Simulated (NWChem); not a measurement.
Everything below was run with NWChem. System: H2O2Zn, charge 0, spin multiplicity 1, displaced from the optimised geometry. The structure started from a generated list of species. Level: LDA (SVWN5)/def2-TZVP.

Job file:

```
start mol
memory heap 200 mb stack 900 mb global 1100 mb
geometry units angstroms nocenter noautoz
  Zn     0.000000     0.000000     0.018823
  O     -1.805115     0.000000    -0.127116
  H     -2.282402     0.000000     0.734589
  O      1.805115     0.000000    -0.127116
  H      2.282402     0.000000     0.734589
  symmetry group C2v
end
basis spherical
  * library def2-tzvp
end
dft
  xc slater vwn_5
  semidirect memsize 60000000 filesize 0
  iterations 100
  convergence energy 1e-9 density 1e-8 gradient 1e-7
end
task dft gradient
```

Output (cleaned and shortened):

```
             Northwest Computational Chemistry Package (NWChem) 7.3.0
             --------------------------------------------------------

                                NWChem Input Module
                                -------------------

 Scaling coordinates for geometry "geometry" by  1.889725989
 (inverse scale =  0.529177249)

 Turning off AUTOSYM since
 SYMMETRY directive was detected!

                             Geometry "geometry" -> ""
                             -------------------------

 Output coordinates in angstroms (scale by  1.889725989 to convert to a.u.)

  No.       Tag          Charge          X              Y              Z
 ---- ---------------- ---------- -------------- -------------- --------------
    1 Zn                  30.0000     0.00000000     0.00000000     0.01882300
    2 O                    8.0000    -1.80511500     0.00000000    -0.12711600
    3 H                    1.0000    -2.28240200     0.00000000     0.73458900
    4 O                    8.0000     1.80511500     0.00000000    -0.12711600
    5 H                    1.0000     2.28240200     0.00000000     0.73458900

 Effective nuclear repulsion energy (a.u.)     173.6490686438

            Nuclear Dipole moment (a.u.)
            ----------------------------
        X                 Y               Z
 ---------------- ---------------- ----------------
     0.0000000000     0.0000000000     0.0000226767

      Symmetry information
      --------------------

 Group name             C2v
 Group number             16
 Group order               4
 No. of unique centers     3

      Symmetry unique atoms

     1    2    3


 Summary of "ao basis" -> "" (spherical)
 ------------------------------------------------------------------------------
       Tag                 Description            Shells   Functions and Types
 ---------------- ------------------------------  ------  ---------------------
 *                         def2-tzvp                  on all atoms

                                 NWChem DFT Module
                                 -----------------

 Summary of "ao basis" -> "ao basis" (spherical)
 ------------------------------------------------------------------------------
       Tag                 Description            Shells   Functions and Types
 ---------------- ------------------------------  ------  ---------------------
 Zn                        def2-tzvp                16       48   6s5p4d1f
 O                         def2-tzvp                11       31   5s3p2d1f
 H                         def2-tzvp                 4        6   3s1p

 Summary of "ao basis" -> "ao basis" (spherical)
 ------------------------------------------------------------------------------
       Tag                 Description            Shells   Functions and Types
 ---------------- ------------------------------  ------  ---------------------
 Zn                        def2-tzvp                16       48   6s5p4d1f
 O                         def2-tzvp                11       31   5s3p2d1f
 H                         def2-tzvp                 4        6   3s1p

      Symmetry analysis of basis
      --------------------------

        a1         47
        a2         16
        b1         37
        b2         22

  itol2e modified to match energy
  convergence criterion.
  tol_rho modified to match energy
  convergence criterion.

            General Information
            -------------------
          SCF calculation type: DFT
          Wavefunction type:  closed shell.
          No. of atoms     :     5
          No. of electrons :    48
           Alpha electrons :    24
            Beta electrons :    24
          Charge           :     0
          Spin multiplicity:     1
          Use of symmetry is: on ; symmetry adaption is: on
          Maximum number of iterations: 100
          AO basis - number of functions:   122
                     number of shells:    46
          Convergence on energy requested:  1.00D-09
          Convergence on density requested:  1.00D-08
          Convergence on gradient requested:  1.00D-07

              XC Information
              --------------
                        Slater Exchange Functional  1.000 local
                      VWN V Correlation Functional  1.000 local

             Grid Information
             ----------------
          Grid used for XC integration:  medium
          Radial quadrature: Mura-Knowles
          Angular quadrature: Lebedev.
          Tag              B.-S. Rad. Rad. Pts. Rad. Cut. Ang. Pts.
          ---              ---------- --------- --------- ---------
          Zn                  1.35      112           9.0       590
          O                   0.60       49          11.0       434
          H                   0.35       45          12.0       434
          Grid pruning is: on
          Number of quadrature shells:   206
          Spatial weights used:  Erf1

          Convergence Information
          -----------------------
          Convergence aids based upon iterative change in
          total energy or number of iterations.
          Levelshifting, if invoked, occurs when the
          HOMO/LUMO gap drops below (HL_TOL):  1.00D-02
          DIIS, if invoked, will attempt to extrapolate
          using up to (NFOCK): 10 stored Fock matrices.

                    Damping( 0%)  Levelshifting(0.5)       DIIS
                  --------------- ------------------- ---------------
          dE  on:    start            ASAP                start
          dE off:    2 iters        100 iters           100 iters
[...]
 d= 0,ls=0.0,diis     9  -1927.1921032617 -2.94D-05  4.36D-06  1.97D-06     2.6
 d= 0,ls=0.0,diis    10  -1927.1921032826 -2.09D-08  2.76D-06  9.56D-07     2.7
 d= 0,ls=0.0,diis    11  -1927.1921033469 -6.43D-08  5.15D-07  2.14D-08     2.8
 d= 0,ls=0.0,diis    12  -1927.1921033484 -1.56D-09  4.03D-08  3.84D-11     2.9
 d= 0,ls=0.0,diis    13  -1927.1921033484  1.86D-11  1.26D-08  2.66D-12     3.0
 d= 0,ls=0.0,diis    14  -1927.1921033485 -2.55D-11  2.16D-09  1.08D-13     3.1

         Total DFT energy =    -1927.192103348456
      One electron energy =    -3036.400834548245
           Coulomb energy =     1020.539156261405
    Exchange-Corr. energy =      -84.979493705371
 Nuclear repulsion energy =      173.649068643755

 Numeric. integr. density =       48.000004302609

     Total iterative time =      2.5s

                  Occupations of the irreducible representations
                  ----------------------------------------------

                     irrep           alpha         beta
                     --------     --------     --------
                     a1               11.0         11.0
                     a2                2.0          2.0
                     b1                7.0          7.0
                     b2                4.0          4.0

                       DFT Final Molecular Orbital Analysis
                       ------------------------------------

 Vector   22  Occ=2.000000D+00  E=-2.828730D-01  Symmetry=b1
              MO Center= -9.6D-15, -2.2D-16, -1.5D-01, r^2= 4.1D+00
   Bfn.  Coefficient  Atom+Function         Bfn.  Coefficient  Atom+Function
  ----- ------------  ---------------      ----- ------------  ---------------
    54      0.233814  2 O  px                91      0.233814  4 O  px
    56      0.218362  2 O  pz                93     -0.218362  4 O  pz
    57      0.195457  2 O  px                94      0.195457  4 O  px
    59      0.171721  2 O  pz                60      0.170896  2 O  px
    96     -0.171721  4 O  pz                97      0.170896  4 O  px

 Vector   23  Occ=2.000000D+00  E=-2.680683D-01  Symmetry=b2
              MO Center= -5.7D-15,  1.1D-15, -8.9D-02, r^2= 3.8D+00
   Bfn.  Coefficient  Atom+Function         Bfn.  Coefficient  Atom+Function
  ----- ------------  ---------------      ----- ------------  ---------------
    55      0.317010  2 O  py                92      0.317010  4 O  py
    58      0.253397  2 O  py                95      0.253397  4 O  py
    61      0.220230  2 O  py                98      0.220230  4 O  py
    17      0.136380  1 Zn py                11     -0.073176  1 Zn py
    20      0.063927  1 Zn py                 8      0.026066  1 Zn py

 Vector   24  Occ=2.000000D+00  E=-2.454932D-01  Symmetry=a2
              MO Center=  5.4D-16, -1.2D-15, -9.7D-02, r^2= 3.8D+00
   Bfn.  Coefficient  Atom+Function         Bfn.  Coefficient  Atom+Function
  ----- ------------  ---------------      ----- ------------  ---------------
    55      0.330880  2 O  py                92     -0.330880  4 O  py
    58      0.262695  2 O  py                95     -0.262695  4 O  py
    61      0.233308  2 O  py                98     -0.233308  4 O  py
    22      0.175738  1 Zn d -2              27      0.101334  1 Zn d -2
    32      0.040660  1 Zn d -2              37     -0.029829  1 Zn d -2

 Vector   25  Occ=0.000000D+00  E=-9.044327D-02  Symmetry=a1
              MO Center= -2.0D-14, -3.4D-13,  4.0D-01, r^2= 4.2D+00
   Bfn.  Coefficient  Atom+Function         Bfn.  Coefficient  Atom+Function
  ----- ------------  ---------------      ----- ------------  ---------------
     6      0.775226  1 Zn s                  5      0.443330  1 Zn s
    53     -0.368541  2 O  s                 90     -0.368541  4 O  s
    60     -0.170951  2 O  px                97      0.170951  4 O  px
    54     -0.167725  2 O  px                91      0.167725  4 O  px
    26      0.165866  1 Zn d  2               4     -0.152113  1 Zn s

 Vector   26  Occ=0.000000D+00  E=-2.636474D-02  Symmetry=a1
              MO Center= -1.0D-14,  3.8D-14, -2.6D-01, r^2= 4.6D+00
   Bfn.  Coefficient  Atom+Function         Bfn.  Coefficient  Atom+Function
  ----- ------------  ---------------      ----- ------------  ---------------
    21      0.669967  1 Zn pz                18      0.510571  1 Zn pz
     5     -0.204746  1 Zn s                 12     -0.175564  1 Zn pz
    82     -0.159968  3 H  s                119     -0.159968  5 H  s
    53      0.139164  2 O  s                 90      0.139164  4 O  s
    56     -0.082410  2 O  pz                93     -0.082410  4 O  pz

 Vector   27  Occ=0.000000D+00  E=-1.499107D-02  Symmetry=b2
              MO Center= -2.0D-14, -2.9D-13,  8.9D-02, r^2= 4.9D+00
   Bfn.  Coefficient  Atom+Function         Bfn.  Coefficient  Atom+Function
  ----- ------------  ---------------      ----- ------------  ---------------
    20      0.700616  1 Zn py                17      0.480968  1 Zn py
    61     -0.170510  2 O  py                98     -0.170510  4 O  py
    11     -0.164414  1 Zn py                55     -0.151992  2 O  py
    92     -0.151992  4 O  py                58     -0.119718  2 O  py
    95     -0.119718  4 O  py                 8      0.058045  1 Zn py

 center of mass
 --------------
 x =   0.00000000 y =   0.00000000 z =  -0.02667463

 moments of inertia (a.u.)
 ------------------
           5.741309961484           0.000000000000           0.000000000000
           0.000000000000         415.475082103343           0.000000000000
           0.000000000000           0.000000000000         409.733772141860

     Multipole analysis of the density
     ---------------------------------

     L   x y z        total         alpha         beta         nuclear
     -   - - -        -----         -----         ----         -------
     0   0 0 0     -0.000000    -24.000000    -24.000000     48.000000

     1   1 0 0     -0.000000     -0.000000     -0.000000      0.000000
     1   0 1 0      0.000000      0.000000      0.000000      0.000000
     1   0 0 1      1.103784      0.551881      0.551881      0.000023

     2   2 0 0    -21.411635   -122.397568   -122.397568    223.383501
     2   1 1 0     -0.000000     -0.000000     -0.000000      0.000000
     2   1 0 1     -0.000000     -0.000000     -0.000000      0.000000
     2   0 2 0    -19.503164     -9.751582     -9.751582      0.000000
     2   0 1 1      0.000000      0.000000      0.000000      0.000000
     2   0 0 2    -17.008003    -10.911625    -10.911625      4.815247

  itol2e modified to match energy
  convergence criterion.

            General Information
            -------------------
          SCF calculation type: DFT
          Wavefunction type:  closed shell.
          No. of atoms     :     5
          No. of electrons :    48
           Alpha electrons :    24
            Beta electrons :    24
          Charge           :     0
          Spin multiplicity:     1
          Use of symmetry is: on ; symmetry adaption is: on
          Maximum number of iterations: 100
          AO basis - number of functions:   122
                     number of shells:    46
          Convergence on energy requested:  1.00D-09
          Convergence on density requested:  1.00D-08
          Convergence on gradient requested:  1.00D-07

              XC Information
              --------------
                        Slater Exchange Functional  1.000 local
                      VWN V Correlation Functional  1.000 local

             Grid Information
             ----------------
          Grid used for XC integration:  medium
          Radial quadrature: Mura-Knowles
          Angular quadrature: Lebedev.
          Tag              B.-S. Rad. Rad. Pts. Rad. Cut. Ang. Pts.
          ---              ---------- --------- --------- ---------
          Zn                  1.35      112           9.0       590
          O                   0.60       49          11.0       434
          H                   0.35       45          12.0       434
          Grid pruning is: on
          Number of quadrature shells:   206
          Spatial weights used:  Erf1

          Convergence Information
          -----------------------
          Convergence aids based upon iterative change in
          total energy or number of iterations.
          Levelshifting, if invoked, occurs when the
          HOMO/LUMO gap drops below (HL_TOL):  1.00D-02
          DIIS, if invoked, will attempt to extrapolate
          using up to (NFOCK): 10 stored Fock matrices.

                    Damping( 0%)  Levelshifting(0.5)       DIIS
                  --------------- ------------------- ---------------
          dE  on:    start            ASAP                start
          dE off:    2 iters        100 iters           100 iters

      Screening Tolerance Information
      -------------------------------
          Density screening/tol_rho:  1.00D-12
          AO Gaussian exp screening on grid/accAOfunc:  21
          CD Gaussian exp screening on grid/accCDfunc:  20
          XC Gaussian exp screening on grid/accXCfunc:  20
          Schwarz screening/accCoul:  1.00D-10

                            NWChem DFT Gradient Module
                            --------------------------

  charge          =   0.00
  wavefunction    = closed shell

  Using symmetry

                         DFT ENERGY GRADIENTS

    atom               coordinates                        gradient
                 x          y          z           x          y          z
   1 Zn      0.000000   0.000000   0.035570    0.000000   0.000000   0.001524
   2 O      -3.411173   0.000000  -0.240214   -0.020321   0.000000  -0.009892
   3 H      -4.313114   0.000000   1.388172   -0.007972   0.000000   0.009130
   4 O       3.411173   0.000000  -0.240214    0.020321   0.000000  -0.009892
   5 H       4.313114   0.000000   1.388172    0.007972   0.000000   0.009130

                 ----------------------------------------
                 |  Time  |  1-e(secs)   |  2-e(secs)   |
                 ----------------------------------------
                 |  CPU   |       0.01   |       5.73   |
                 ----------------------------------------
                 |  WALL  |       0.01   |       5.73   |
                 ----------------------------------------

 Task  times  cpu:        9.0s     wall:        9.0s

 Total times  cpu:        9.0s     wall:        9.0s
```
